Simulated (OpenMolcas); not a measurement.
# OpenMolcas run: Nb2+

Input:

```
&GATEWAY
Coord
1

Nb 0.0 0.0 0.0
Basis=ANO-RCC-VDZP
Group=XYZ
NoMove
AngMom=0.0 0.0 0.0
AMFI
&SEWARD
&RASSCF
FileOrb=start.orb
Symmetry=1
Spin=4
nActEl=3 0 0
Inactive=9 9
Ras2=6 0
CIRoot=20 20 1
SDav=20
CIMx=300
Iter=120 100
PrWF=0.3
OrbListing=Nothing
MaxOrb=0
Atom
>>> COPY $Project.JobIph JOBPRE
&RASSCF
FileOrb=start.orb
Symmetry=1
Spin=4
nActEl=3 0 2
Inactive=9 9
Ras2=6 0
Ras3=0 3
CIRoot=20 20 1
SDav=38
CIMx=300
Iter=120 100
PrWF=0.3
OrbListing=Nothing
MaxOrb=0
Thrs=2.0e-7 1.0e-1 5.0e-4
Atom
>>> COPY $Project.JobIph JOB001
&RASSCF
FileOrb=start.orb
Symmetry=1
Spin=2
nActEl=3 0 2
Inactive=9 9
Ras2=6 0
Ras3=0 3
CIRoot=82 82 1
SDav=124
CIMx=300
Iter=120 100
PrWF=0.3
OrbListing=Nothing
MaxOrb=0
Thrs=2.0e-7 1.0e-1 5.0e-4
Atom
CIOnly
>>> COPY $Project.JobIph JOB002
&RASSCF
FileOrb=start.orb
Symmetry=2
Spin=4
nActEl=3 0 2
Inactive=9 9
Ras2=6 0
Ras3=0 3
CIRoot=42 42 1
SDav=45
CIMx=300
Iter=120 100
PrWF=0.3
OrbListing=Nothing
MaxOrb=0
Thrs=2.0e-7 1.0e-1 5.0e-4
Atom
>>> COPY $Project.JobIph JOB003
&RASSCF
FileOrb=start.orb
Symmetry=2
Spin=2
nActEl=3 0 2
Inactive=9 9
Ras2=6 0
Ras3=0 3
CIRoot=102 102 1
SDav=108
CIMx=300
Iter=120 100
PrWF=0.3
OrbListing=Nothing
MaxOrb=0
Thrs=2.0e-7 1.0e-1 5.0e-4
Atom
CIOnly
>>> COPY $Project.JobIph JOB004
&RASSI
NrOfJobIphs=4 20 70 42 80
1 2 3 4 5 6 7 8 9 10 11 12 13 14 15 16 17 18 19 20
1 2 3 4 5 6 7 8 9 10 11 12 13 14 15 16 17 18 19 20 21 22 23 24 25 26 27
28 29 30 31 32 33 34 35 36 37 38 39 40 41 42 43 44 45 46 47 48 49 50 51
52 53 54 55 56 57 58 59 60 61 62 63 64 65 66 67 68 69 70
1 2 3 4 5 6 7 8 9 10 11 12 13 14 15 16 17 18 19 20 21 22 23 24 25 26 27
28 29 30 31 32 33 34 35 36 37 38 39 40 41 42
1 2 3 4 5 6 7 8 9 10 11 12 13 14 15 16 17 18 19 20 21 22 23 24 25 26 27
28 29 30 31 32 33 34 35 36 37 38 39 40 41 42 43 44 45 46 47 48 49 50 51
52 53 54 55 56 57 58 59 60 61 62 63 64 65 66 67 68 69 70 71 72 73 74 75
76 77 78 79 80
IphNames
JOB001
JOB002
JOB003
JOB004
EJob
SpinOrbit
DIPRint=1.0
SOCoupling=1000.0
Subsets=2
Property=9
'ANGMOM' 1 'ANGMOM' 2 'ANGMOM' 3 'MLTPL  1' 1 'MLTPL  1' 2 'MLTPL  1' 3
'AMFI' 1 'AMFI' 2 'AMFI' 3
SOProperty=3
'ANGMOM' 1 'ANGMOM' 2 'ANGMOM' 3
```

Launched by
```bash
OMP_NUM_THREADS=1 MOLCAS_MEM=1689 MOLCAS_PROJECT=a pymolcas a.inp > a.log  # once for each step of the input, in one work folder
```

A driver script runs the steps one by one and writes start.orb anew before each from the orbitals found so far, so a CI-only block uses the converged orbitals of the first block.

Output, cut to the results:

```
--- SEWARD ---
Basis set label: NB.ANO-RCC...6S5P3D1F.

      Electronic valence basis set:
      ------------------
      Associated Effective Charge  41.000000 au
      Associated Actual Charge     41.000000 au
      Nuclear Model: Point charge

      Shell  nPrim  nBasis  Cartesian Spherical Contaminant
         s      21       6        X
         p      18       5        X
         d      13       3                 X
         f       6       1                 X
                  Relativistic Douglas-Kroll-Hess integrals:
                    - DKH order of Hamiltonian: 2
                    - DKH order of Properties : 0
                  Atomic mean-field integrals
--- RASSCF ---
Wave function specifications:
      -----------------------------

      Number of closed shell electrons          36
      Number of electrons in active shells       3
      Max number of holes in RAS1 space          0
      Max nr of electrons in RAS3 space          2
      Number of inactive orbitals               18
      Number of active orbitals                  9
      Number of secondary orbitals              16
      Spin quantum number                      1.5
      State symmetry                             1
Orbital specifications:
      -----------------------

      Symmetry species                           1   2
                                                ag  au
      Frozen orbitals                            0   0
      Inactive orbitals                          9   9
      Active orbitals                            6   3
      RAS1 orbitals                              0   0
      RAS2 orbitals                              6   0
      RAS3 orbitals                              0   3
      Secondary orbitals                         6  10
      Deleted orbitals                           0   0
      Number of basis functions                 21  22
      Number of CSFs                            38
      Number of root(s) required                20
      Iter CI   SX   CI       RASSCF       Energy    max ROT     max BLB   max BLB  Level Ln srch  Step   QN
          iter iter root      energy       change     param      element    value   shift minimum  type update
 Nr of preliminary CI iterations:   1
      Total energies have been shifted. Add                -3000.00 au
        1   1    3    0  -816.01592779    0.00E+00   2.29E-06    9  10 2 -4.43E-07   0.14   0.00    SX    NO
        2   1    2    0  -816.01592779   -6.82E-12   1.60E-06    9  10 2 -2.37E-07   0.14   0.00    SX    NO
        3   1    1    0  -816.01592779    3.18E-12   0.00E+00    9  13 2 -3.46E-08   0.14   0.00    SX    NO
        4   1    1    0  -816.01592779   -3.18E-12   0.00E+00    9  13 2 -3.46E-08   0.14   0.00    SX    NO
      Convergence after  4 iterations
        5   1    1    0  -816.01592779    9.09E-13   0.00E+00    9  13 2 -3.46E-08   0.14   0.00    SX    NO
      Natural orbitals and occupation numbers for root  1
      sym 1:   0.131104   0.999750   0.131054   0.868755   0.868654   0.000000
      sym 2:   0.000165   0.000221   0.000298
      Natural orbitals and occupation numbers for root  2
      sym 1:   0.873940   0.999824   0.125805   0.873917   0.125829   0.000000
      sym 2:   0.000247   0.000282   0.000155
      Natural orbitals and occupation numbers for root  3
      sym 1:   0.999734   0.215357   0.784528   0.784418   0.215279   0.000000
      sym 2:   0.000315   0.000154   0.000215
::    RASSCF root number  1 Total energy:  -3816.09041397
::    RASSCF root number  2 Total energy:  -3816.09041397
::    RASSCF root number  3 Total energy:  -3816.09041397
::    RASSCF root number  4 Total energy:  -3816.09041397
::    RASSCF root number  5 Total energy:  -3816.09041397
::    RASSCF root number  6 Total energy:  -3816.09041397
::    RASSCF root number  7 Total energy:  -3816.09041397
::    RASSCF root number  8 Total energy:  -3816.04209895
::    RASSCF root number  9 Total energy:  -3816.04209895
::    RASSCF root number 10 Total energy:  -3816.04209895
::    RASSCF root number 11 Total energy:  -3815.97043444
::    RASSCF root number 12 Total energy:  -3815.97043444
::    RASSCF root number 13 Total energy:  -3815.97043444
::    RASSCF root number 14 Total energy:  -3815.97043444
::    RASSCF root number 15 Total energy:  -3815.97043444
::    RASSCF root number 16 Total energy:  -3815.97043444
::    RASSCF root number 17 Total energy:  -3815.97043444
::    RASSCF root number 18 Total energy:  -3815.92210669
...
--- RASSI ---
SPIN-FREE ENERGIES:
  (Shifted by EMIN (a.u.) =      -3816.0904139677)

 SF State       Relative EMIN(au)   Rel lowest level(eV)    D:o, cm**(-1)      L_eff

     1             0.0000000000        0.0000000000              0.0000         3.0
     2             0.0000000000        0.0000000000              0.0000         3.0
     3             0.0000000000        0.0000000000              0.0000         3.0
     4             0.0000000000        0.0000000000              0.0000         3.0
     5             0.0000000000        0.0000000000              0.0000         3.0
     6             0.0000000000        0.0000000000              0.0000         3.0
     7             0.0000000000        0.0000000000              0.0000         3.0
     8             0.0483150209        1.3147186959          10603.9214         1.0
     9             0.0483150209        1.3147186959          10603.9214         1.0
    10             0.0483150209        1.3147186959          10603.9214         1.0
    21             0.0502058603        1.3661710563          11018.9127         4.0
    22             0.0502058603        1.3661710563          11018.9127         4.0
    23             0.0502058603        1.3661710563          11018.9127         4.0
    24             0.0502058603        1.3661710563          11018.9127         4.0
    25             0.0502058603        1.3661710563          11018.9127         4.0
    26             0.0502058603        1.3661710563          11018.9127         4.0
    27             0.0502058603        1.3661710563          11018.9127         4.0
    28             0.0502058603        1.3661710563          11018.9127         4.0
    29             0.0502058603        1.3661710563          11018.9127         4.0
    30             0.0585194059        1.5923941580          12843.5250         1.0
    31             0.0585194059        1.5923941580          12843.5250         1.0
...
```

Levels above the lowest, from the spin-orbit matrix, grouped by J:

| Configuration | Term | J | E (cm-1) | Measured (cm-1) | g | Term weight % | Second |
| --- | --- | --- | --- | --- | --- | --- | --- |
| 4d3 | 4F | 3/2 | 0.0 | 0.0 | 0.401 | 99 |  |
| 4d3 | 4F | 5/2 | 552 | 516 | 1.029 | 100 |  |
| 4d3 | 4F | 7/2 | 1268 | 1177 | 1.238 | 100 |  |
| 4d3 | 4F | 9/2 | 2108 | 1939 | 1.332 | 99 |  |
| 4d3 | 4P | 3/2 | 11187 | 8608 | 1.660 | 84 | 15 2P |
| 4d3 | 4P | 1/2 | 11195 | 8664 | 2.519 | 92 | 8 2P |
| 4d3 | 2G | 7/2 | 11869 | 9236 | 0.890 | 100 |  |
| 4d3 | 4P | 5/2 | 12135 | 9594 | 1.598 | 99 |  |
| 4d3 | 2G | 9/2 | 12488 | 9804 | 1.099 | 92 | 7 2H |
| 4d3 | 2P | 1/2 | 13946 |  | 0.817 | 92 | 8 4P |
| 4d3 | 2P | 3/2 | 14178 |  | 1.273 | 61 | 23 2D(1) |
| 4d3 | 2H | 9/2 | 16233 | 12916 | 0.923 | 93 | 7 2G |
| 4d3 | 2H | 11/2 | 16624 | 13264 | 1.091 | 100 |  |
| 4d3 | 2D(1) | 3/2 | 16659 |  | 0.934 | 75 | 24 2P |
| 4d3 | 2D(1) | 5/2 | 16866 | 13094 | 1.203 | 99 |  |
| 4d3 | 2F | 7/2 | 25212 | 19861 | 1.143 | 99 |  |
| 4d3 | 2F | 5/2 | 25262 | 19975 | 0.860 | 98 |  |
| 4d2 5s | 4F | 3/2 | 26374 | 25220 | 0.401 | 100 |  |
| 4d2 5s | 4F | 5/2 | 26904 |  | 1.027 | 98 |  |
| 4d2 5s | 4F | 7/2 | 27613 |  | 1.238 | 99 |  |
| 4d2 5s | 4F | 9/2 | 28503 | 27374 | 1.334 | 100 |  |
| 4d2 5s | 2F | 5/2 | 36547 | 33658 | 0.877 | 95 | 3 2D |
| 4d2 5s | 4P | 1/2 | 37678 | 34514 | 2.669 | 100 |  |
| 4d2 5s | 2F | 7/2 | 37833 | 35079 | 1.142 | 99 |  |

Against the 18 measured excited levels shown (the list in Shadmi, J. Res. Natl. Bur. Stand. 70A, 435 (1966)) the mean absolute deviation is 2500 cm-1; the largest miss in energy is 4d3 2F 7/2: computed 25212, measured 19861 cm-1 (+26.9 %).

Without dynamic correlation excited terms often stand tens of per cent too high (terms of higher spin than the ground term too low), and those without a measured partner can miss by more than the paired ones. Terms from blocks run as CI alone lack orbitals of their own. A single d shell beside an s shell can misplace configurations of different d count against each other. Computed and measured levels are paired by configuration, term and J; levels that our copy of the source lacks, or whose pairing is in doubt (as where it misses far off the trend of its configuration), stay unpaired and out of the deviations. Levels of configurations outside the active space are missing. The first state left out of the spin-orbit step lies near 110000 cm-1 above the lowest spin-free state of the reference (among the parities and spins computed), and the list stops at four fifths of that energy or lower. The table shows the lowest 24 of 80 levels.

The term weight is that of the spin-free term in the level, not the purity of its configuration. A number in round brackets counts repeated terms of one configuration in the order of the reference energies.
